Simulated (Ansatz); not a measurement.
Consider the redistribution: `[OH][Al]([Cl])[Br]` + `[SiH3]OBCl` → `[OH][Al]([Br])[O][SiH3]` + `ClBCl`.

Gas-phase electronic energies from Ansatz, PBE0-D4/def2-TZVP geometries. CBS: MP2 limit from def2 TZ/QZ plus the TZ coupled-cluster correction, frozen cores. This one scheme is used for every species. Functionals use def2-TZVPP. For Br outer-core shells are correlated without core-valence functions, which leaves a few kJ/mol of doubt a bond. Scalar relativity is left out up to krypton. Each species was taken in one conformer, which may not be the lowest.

```
                  species  PBE-QIDH energy (Eh)
     `[OH][Al]([Cl])[Br]`           -3351.74326
             `[SiH3]OBCl`            -851.78431
`[OH][Al]([Br])[O][SiH3]`           -3258.05650
                  `ClBCl`            -945.44956
```

Work out ΔE.

ΔE = (-3258.05650) + (-945.44956) − (-3351.74326) − (-851.78431) = 0.02151 Eh = +13.5 kcal/mol. CCSD(T)/CBS gives +13.5 kcal/mol.

Largest T1 diagnostic among the species: 0.012.

In def2-TZVPP, CCSD(T) changes the Hartree–Fock value by −2.0 kcal/mol (the triples alone add −0.1 kcal/mol) and MP2 by −2.2 kcal/mol. Leaving LDA and LC-ωPBE aside and taking each functional with its dispersion term where it has one, the values, not all of them listed here, spread over 1.1 kcal/mol, from B2PLYP to BHLYP-D4. LDA lies +0.9 kcal/mol from PBE without D4. From BLYP to BHLYP (50 % exact exchange), in def2-TZVPP and without D4, ΔE moves by +1.1 kcal/mol.
